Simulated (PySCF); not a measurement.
Species: C₈H₁₁FSi.
Atom-mapped SMILES: `[CH2:1]=[CH:2][CH2:3][C:4]#[C:5][C@@:6]1([SiH3:7])[CH2:8][C@H:9]1[F:10]`

Definitions: NICS(0) = −σiso at the ring centroid; NICS(1) = −σiso and NICS(1)zz = −σzz at ±1 Å along the ring normal z. Level: GIAO PBE0/pcSseg-1 (PySCF, non-relativistic, gas phase) on the GFN2-xTB geometry, one conformer.

Ring bond lengths (Å), with Mayer bond orders in brackets: C6–C8 1.518 (0.92), C8–C9 1.487 (0.95), C9–C6 1.506 (0.89).

What do the NICS probes read (ppm)?

| ring | type | NICS(0) | NICS(1), two faces | NICS(1)zz, two faces | rms pucker (Å) | centre to ring atoms, mean (Å) |
| --- | --- | --- | --- | --- | --- | --- |
| C6–C8–C9 | 3-membered carbocycle; formal bonds all single | -39.1 | -6.0 / -10.1 | -13.8 / -24.8 | 0.00 | 0.87 |

What do they say, and how far can they be read as aromaticity?

- C6–C8–C9: mean NICS(1)zz -19.3 ppm, shielded. C6, C8, C9 have four or more neighbours; no verdict on aromaticity is drawn. The two faces differ by 11.0 ppm, so no symmetry operation interchanges them. NICS(0) lies 31 ppm below the mean NICS(1).

List the ring angles and the Hirshfeld charges of the ring atoms.

- C6–C8–C9: C6 58.9° (-0.084 e), C8 60.2° (-0.088 e), C9 60.9° (+0.054 e); sum 180.0° against 180° for a flat convex ring.

The values belong to the conformer `[CH2:1]=[CH:2][CH2:3][C:4]#[C:5][C@@:6]1([SiH3:7])[CH2:8][C@H:9]1[F:10]`: C1–C2–C3–C4 -1°.
